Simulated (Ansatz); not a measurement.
C$_{2}$H$_{6}$BF$_{2}$N (`CB(F)C(N)F`), relaxed with RKS PBE-D4/def2-SVP in the Gaussian-basis code of Ansatz from a rough embedded geometry. The force threshold is 0.03 eV/Å; the program also tests the step.

The species carries charge 0 and has multiplicity 1.

Start:

```xyz
12

C     0.487   -1.296    1.022
B    -0.122   -0.834   -0.364
F    -0.699   -1.827   -1.189
C    -0.118    0.653   -0.924
N    -0.847    1.546    0.043
F    -0.614    0.759   -2.149
H     0.427   -2.360    1.145
H     0.000   -0.731    1.811
H     1.639   -1.003    1.001
H     0.997    0.995   -0.919
H    -0.864    2.475   -0.383
H    -0.284    1.625    0.906
```

(1) By how much does the energy fall, and how many steps does the optimiser take? (An estimate is asked.)

(2) Which bonds change most? (Best estimate.)

(3) Give the relaxed structure. (Estimate.)

## Answers

(1) The calculation gave: 69.55 kJ/mol, in 22 steps, 4 of them rejected.

(2) Computed: C4–F6 from 1.326 to 1.427 Å; C4–N5 from 1.504 to 1.419 Å; C1–H9 from 1.189 to 1.107 Å; B2–F3 from 1.414 to 1.339 Å.

(3) The calculation gave: 
```xyz
12

C     0.528   -1.266    1.020
B    -0.076   -0.857   -0.365
F    -0.579   -1.797   -1.174
C    -0.102    0.651   -0.900
N    -0.220    1.618    0.133
F    -1.086    0.783   -1.925
H     0.865   -2.320    1.061
H    -0.284   -1.155    1.778
H     1.333   -0.581    1.349
H     0.880    0.818   -1.413
H    -0.163    2.580   -0.222
H    -1.096    1.525    0.658
```
